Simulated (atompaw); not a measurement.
nitrogen PAW (atompaw): all-electron and pseudo phase curves

* Element: nitrogen
* Generator: atompaw 4.2.0.5
* Type: PAW
* Functional: LDA (PW92)
* Relativity: scalar-relativistic
* Frozen core: [He]
* Valence charge: 5
* Reference configuration: 2s2 2p2.75 (charge +0.25)
* Partial waves: 2s (bound): rc 1.60 bohr; 2s channel at -1.25 Ry: rc 1.60 bohr; 2p (bound): rc 1.60 bohr; 2p channel at -0.35 Ry: rc 1.60 bohr
* Local potential: troulliermartins scheme with l = 2 at 0 Ry, radius 1.55 bohr
* Core correction: smooth core density matched at 1.00 bohr
* Augmentation charge: besselshape compensation charge, radius 1.60 bohr; PAW radius 1.60 bohr; waves and projectors: custom polynom2 7 10 vanderbiltortho

The phase is arctan(r·u′/u) with u = r·R(r), unwrapped; energies in Ry, scanned from -4 to 5 Ry. A pole is an energy at which the radial function vanishes at the test radius. The pseudo phase is shifted by a multiple of π to meet the all-electron one at the reference energy, and phase errors are pseudo minus all-electron; the curves can meet again beyond the range given. Levels narrower than the energy grid can be missing from the lists of poles.

Problem. For each channel, where are the poles, and over which energies does the pseudopotential scatter like the atom?

Solution.

```tsv
channel	radius (bohr)	reference energy (Ry)	poles, all-electron	poles, pseudo	unbroken range about the reference energy with phases within 0.05 rad	phase error 1 Ry above the reference energy (rad)
s	1.60	-1.59	0.32	0.32	the whole range	+0.000
p	1.60	-0.76	0.83	0.83	below 4.9	+0.000
```

Phases in the s channel:

```
E (Ry)  all-electron  pseudo
 -4.00         1.086   1.086
 -3.76         1.044   1.044
 -3.52         0.992   0.992
 -3.28         0.922   0.922
 -3.04         0.828   0.828
 -2.80         0.695   0.695
 -2.56         0.500   0.500
 -2.32         0.217   0.217
 -2.08        -0.156  -0.156
 -1.84        -0.543  -0.543
 -1.60        -0.852  -0.852
 -1.36        -1.067  -1.067
 -1.12        -1.214  -1.214
 -0.88        -1.318  -1.318
 -0.64        -1.395  -1.395
 -0.40        -1.453  -1.453
 -0.16        -1.500  -1.500
  0.08        -1.538  -1.538
  0.32        -1.571  -1.571
  0.56        -1.599  -1.599
  0.80        -1.624  -1.624
  1.04        -1.647  -1.647
  1.28        -1.668  -1.668
  1.52        -1.688  -1.688
  1.76        -1.708  -1.708
  2.00        -1.726  -1.726
  2.24        -1.745  -1.745
  2.48        -1.764  -1.764
  2.72        -1.783  -1.783
  2.96        -1.803  -1.803
  3.20        -1.824  -1.824
  3.44        -1.847  -1.847
  3.68        -1.871  -1.871
  3.92        -1.898  -1.898
  4.16        -1.927  -1.928
  4.40        -1.961  -1.962
  4.64        -1.999  -2.000
  4.88        -2.043  -2.045
```
